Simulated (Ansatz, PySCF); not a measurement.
Gas-phase reaction in SMILES: [CH3][Ge]([CH3])([Cl])[Cl] + 4 [H][H] (H2) -> 2 C (CH4) + 2 Cl (HCl) + [GeH4] (GeH4)
Geometries: B3LYP-D3(BJ)/def2-TZVP minima from Ansatz (an electronic-structure program). Frequencies are from Ansatz or PySCF.
Geometry of the first species:
SMILES: [CH3][Ge]([CH3])([Cl])[Cl]
```xyz
11

C      1.6258    -1.2076    -0.6081
Ge    -0.0062    -0.2828    -0.0900
C     -1.6805    -1.2707    -0.1803
Cl     0.2447     0.4232     1.9539
Cl    -0.2026     1.4833    -1.3474
H      1.7747    -2.0725     0.0376
H      2.4697    -0.5287    -0.5044
H      1.5466    -1.5322    -1.6451
H     -2.4951    -0.6234     0.1379
H     -1.8557    -1.5971    -1.2049
H     -1.6276    -2.1374     0.4778
```
Charge 0, spin multiplicity 1.

Wanted: energy of full hydrogenation (enthalpy at 298 K, with B3LYP-D3(BJ) rigid-rotor harmonic-oscillator terms), in kcal/mol. Correlated levels leave the core frozen unless marked. No spin-orbit coupling. The frozen core is the preceding noble-gas configuration, with the filled d and f shells of earlier blocks. No relativistic terms. CBS marks a two-point X^-3 extrapolation of the correlation energy; Hartree-Fock from the larger set.

| level | program | energy of full hydrogenation (kcal/mol) | minus last row |
|---|---|---|---|
| HF/6-31G | Ansatz | 21.7 | -2.9 |
| LC-wPBE-D3(BJ)/def2-TZVPD | Ansatz + dftd3 | 19.4 | -5.2 |
| MP2/CBS(def2-TZVPP,def2-QZVPP) | Ansatz | 31.0 | 6.4 |
| RI-MP2/CBS(def2-TZVPPD,def2-QZVPPD) | Ansatz | 30.9 | 6.3 |
| SCS-MP2/STO-3G | Ansatz | 51.2 | 26.6 |
| SCS-MP2/def2-QZVPP | Ansatz | 24.7 | 0.1 |
| CCSD/def2-QZVPP | Ansatz | 19.5 | -5.1 |
| CCSD/CBS(def2-TZVPPD,def2-QZVPPD) | Ansatz | 20.7 | -3.9 |
| CCSD(T)/6-31G | Ansatz | 38.8 | 14.2 |
| CCSD(T)/CBS(def2-TZVPPD,def2-QZVPPD) | Ansatz | 24.6 | 0.0 |
